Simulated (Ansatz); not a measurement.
Consider the ligand exchange at a Ge–S bond: `OC[S][GeH3]` + `N[SiH](F)Cl` → `F[SiH](Cl)[NH][GeH3]` + `OCS`.

Calculated with Ansatz (gas phase, PBE0-D4/def2-TZVP geometries, no zero-point term in ΔE). CBS: MP2 limit from def2 TZ/QZ plus the TZ coupled-cluster correction, frozen cores. Functionals use def2-TZVPP. B3LYP here is the variant with VWN-RPA as its local correlation; programs differ in this. For Ge outer-core shells are correlated without core-valence functions, which leaves a few kJ/mol of doubt a bond. Scalar relativity is left out up to krypton. Each species was taken in one conformer, which may not be the lowest.

CCSD(T)/CBS gives +38.5 kJ/mol.

Q: Another level gave +36.9 kJ/mol. Which?
A. B3LYP-D4/def2-TZVPP
B. MP2/def2-TZVPP
C. SCS-MP2/def2-TZVPP
D. r2SCAN-D4/def2-TZVPP

A: B. MP2/def2-TZVPP 36.9, SCS-MP2/def2-TZVPP 32.5, B3LYP-D4 41.9, r2SCAN-D4 46.9 kJ/mol.

Largest T1 diagnostic among the species: 0.012.

From PBE to PBE0 (25 % exact exchange), in def2-TZVPP and without D4, ΔE moves by −3.0 kJ/mol. In def2-TZVPP, CCSD(T) changes the Hartree–Fock value by +4.1 kJ/mol (the triples alone add +2.0 kJ/mol) and MP2 by +6.6 kJ/mol.
